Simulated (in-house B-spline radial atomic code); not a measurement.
Functionals against NIST's ionisation energies along a row: K³⁺ to Kr³⁺

Ionisation energies as differences of self-consistent total energies from an all-electron radial atomic-structure program (B-spline basis): all electrons, radial basis limit, scalar-relativistic (one-electron X2C), spin-polarised at highest spin, spherical densities; exact exchange is averaged over the determinants of each configuration. No spin-orbit coupling, Breit or QED terms. NIST's values run from ground level to ground level, so in open shells the differences also hold multiplet and fine-structure energies that spherical high-spin averages miss. Columns give computed minus NIST, in eV; a star marks a semi-empirical value. Species are left out where the tabulated value is theory, is uncertain by more than 0.12 eV, or (13 ions, such as In⁴⁺, Te⁴⁺ and Bi⁴⁺) lies off its series for all methods alike, which flatters the means a little.

```tsv
species	shell	NIST (eV)	RPBE	PBE0	LC-wPBE	revTPSS
K³⁺	3p	60.92 ± 0.02*	-0.35	-0.22	0.00	-0.44
Ca³⁺	3p	67.27*	-0.12	-0.08	+0.09	-0.07
Sc³⁺	3p	73.49	0.00	+0.10	+0.14	+0.16
Ti³⁺	3d	43.27	+0.22	+0.23	+0.38	-0.14
V³⁺	3d	46.71 ± 0.005	-0.14	-0.16	-0.04	-0.40
Cr³⁺	3d	49.16 ± 0.05*	+0.33	+0.30	+0.39	+0.14
Fe³⁺	3d	54.91 ± 0.04	+0.08	+0.08	+0.09	-0.01
Co³⁺	3d	51.27 ± 0.1*	+0.59	+0.38	+0.77	+0.11
Cu³⁺	3d	57.38 ± 0.05*	+0.50	+0.23	+0.57	+0.23
Zn³⁺	3d	59.57 ± 0.02	+1.14	+0.87	+1.18	+0.93
Ga³⁺	3d	63.24 ± 0.009	+0.20	-0.04	+0.22	+0.05
Ge³⁺	4s	45.72	+0.78	+0.57	+0.66	+0.43
Se³⁺	4p	42.95	-0.55	-0.40	-0.18	-0.53
Br³⁺	4p	47.78 ± 0.01	-0.92	-0.82	-0.73	-0.77
Kr³⁺	4p	50.85 ± 0.1	+0.24	+0.40	+0.38	+0.48
```

Question: How do the methods rank, and which species is hardest?

Answer: Mean absolute (signed) differences: PBE0 0.33 (+0.10) eV; revTPSS 0.33 (+0.01) eV; LC-wPBE 0.39 (+0.26) eV; RPBE 0.41 (+0.13) eV. For Zn³⁺, which loses a 3d electron, the nearest method is off by +0.87 eV, the largest such miss. The first two are tied within the accuracy of the references.
